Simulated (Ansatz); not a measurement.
```xyz
22

O    -1.293    1.971    1.681
C    -1.052    0.868    1.521
Fe   -0.695   -0.879    1.307
C    -2.423   -1.202    1.236
O    -3.546   -1.421    1.306
C    -0.370   -2.651    1.150
O    -0.172   -3.766    1.061
C     0.180   -0.865    2.833
O     0.649   -0.879    3.879
O     0.385   -0.580   -0.518
C     1.634    0.115   -0.509
C     1.305    1.539   -0.945
C    -0.001    1.383   -1.750
C    -0.293   -0.112   -1.687
H     2.303   -0.377   -1.225
H     2.054    0.030    0.491
H     1.150    2.184   -0.080
H     2.114    1.968   -1.537
H     0.100    1.722   -2.782
H    -0.808    1.957   -1.293
H    -1.345   -0.368   -1.585
H     0.124   -0.637   -2.555
```

Charge 0, multiplicity 1.

(1) List the ωB97M-V/def2-TZVPP orbital energies in eV (the Gaussian-basis code of Ansatz). (Estimate.)

## Answers

(1) The calculation gave: Occupied: -6981.71, -823.73, -708.97, -708.57, -708.40, -528.39, -528.39, -527.61, -527.53, -527.53, -284.90, -284.86, -284.27, -284.27, -283.38, -283.38, -282.06, -282.05, -97.55, -64.04, -63.43, -63.02, -34.74, -34.73, -33.85, -33.85, -33.06, -25.42, -24.23, -20.43, -20.01, -19.62, -18.70, -18.11, -18.08, -17.75, -17.32, -16.41, -16.15, -16.06, -15.95, -15.80, -15.70, -15.38, -15.15, -15.05, -14.93, -14.79, -14.55, -14.46, -14.26, -13.88, -13.31, -13.01, -12.75, -12.19, -11.35, -10.20, -9.78, -8.41, -8.17. Lowest empty: 0.70, 1.75, 1.97, 2.08, 2.18, 2.46, 2.70, 2.80.
